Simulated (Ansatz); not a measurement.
The same path of FH3Sn + H (6 atoms, charge 0, multiplicity 2) was run twice with different band settings. Lost on the way: Sn1–H2, Sn1–F6. Made: H2–F6.

Theory: Ansatz 0.2.0, UKS LDA/def2-SVP.

Relaxed end points:

```xyz
6
Properties=species:S:1:pos:R:3
Sn -0.196 0.000 0.684
H 1.428 0.000 1.299
H 1.362 0.000 -0.774
H -0.703 1.458 -0.058
H -0.703 -1.458 -0.058
F -1.186 0.000 2.369
```

```xyz
6
Properties=species:S:1:pos:R:3
Sn -0.188 0.264 0.003
H 0.222 0.150 2.516
H 1.404 -0.125 -0.525
H -0.834 1.549 -0.964
H -1.206 -1.120 -0.104
F 0.603 -0.718 2.536
```

Common settings: movable images 7; climbing image yes; spring 5.0 eV/Å²; optimiser quadratic models (default); force threshold 0.05 eV/Å; iteration limit 60; end points relaxed.

| run | start path |
| --- | --- |
| 1 | through a guess of the saddle point |
| 2 | straight line |

Question: What does each run give, and how far can it be trusted?

Answer: Run 1: converged after 14 iterations, highest image 0.169 eV above the first end. Beside the main top the profile has a ripple of under 15 meV (maxima at images 1, 6), which may be a very shallow well or noise. A vibrational analysis at the climbing image gives 2 clearly imaginary modes (366i, 135i cm⁻¹): a point of higher order. A lower path may pass nearby, or the ends, which weren't checked, may share the extra mode. Another band between the same ends, with other settings, climbed to 0.071 eV only, so this may not be the lowest route.
Run 2: converged after 42 iterations, highest image 0.071 eV above the first end. Beside the main top the profile has a ripple of under 15 meV (maxima at images 1, 3), which may be a very shallow well or noise. The order of the point at the top wasn't checked.
